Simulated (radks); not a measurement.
Isoelectronic series with 17 electrons, each ion in its NIST ground configuration. Method: scalar-relativistic Kohn-Sham, SCAN, spin-polarised, spherical densities, finite nucleus; open shells are filled with parallel spins first (spin-orbit coupling, left out, can overturn this in heavy ions); meta-GGA in the generalised Kohn-Sham scheme; Fermi nuclear charge, rms radius of each element as measured or else 0.836 A^(1/3) + 0.57 fm; computed with a radial shooting solver on a logarithmic mesh with Libxc functionals. Total energies (hartree) and mean radii <r> (bohr):

ion,configuration,E (hartree),3p down,3p up,3s down
Cl,[Ne] 3s2 3p5,-461.66415,1.856,1.819,1.551
Ca3+,[Ne] 3s2 3p5,-678.06823,1.210,1.202,1.129
V6+,[Ne] 3s2 3p5,-938.66733,0.9193,0.9154,0.8907
Fe9+,[Ne] 3s2 3p5,-1243.69021,0.7454,0.7431,0.7370
Cu12+,[Ne] 3s2 3p5,-1593.50154,0.6281,0.6266,0.6289
Ge15+,[Ne] 3s2 3p5,-1988.55256,0.5431,0.5420,0.5484
Br18+,[Ne] 3s2 3p5,-2429.37297,0.4785,0.4777,0.4861
Sr21+,[Ne] 3s2 3p5,-2916.56475,0.4276,0.4269,0.4362
Nb24+,[Ne] 3s2 3p5,-3450.80901,0.3864,0.3859,0.3953
Ru27+,[Ne] 3s2 3p5,-4032.86091,0.3523,0.3519,0.3612
Ag30+,[Ne] 3s2 3p5,-4663.57181,0.3237,0.3233,0.3323
Sn33+,[Ne] 3s2 3p5,-5343.87467,0.2992,0.2989,0.3074
I36+,[Ne] 3s2 3p5,-6074.80536,0.2781,0.2778,0.2857
Ba39+,[Ne] 3s2 3p5,-6857.5104,0.2596,0.2594,0.2666
Pr42+,[Ne] 3s2 3p5,-7693.2559,0.2434,0.2432,0.2497
Sm45+,[Ne] 3s2 3p5,-8583.3978,0.2289,0.2288,0.2346
Tb48+,[Ne] 3s2 3p5,-9529.5533,0.2160,0.2159,0.2210
Er51+,[Ne] 3s2 3p5,-10533.2971,0.2044,0.2042,0.2087
Lu54+,[Ne] 3s2 3p5,-11596.5820,0.1938,0.1937,0.1975
W57+,[Ne] 3s2 3p5,-12721.5610,0.1843,0.1842,0.1872
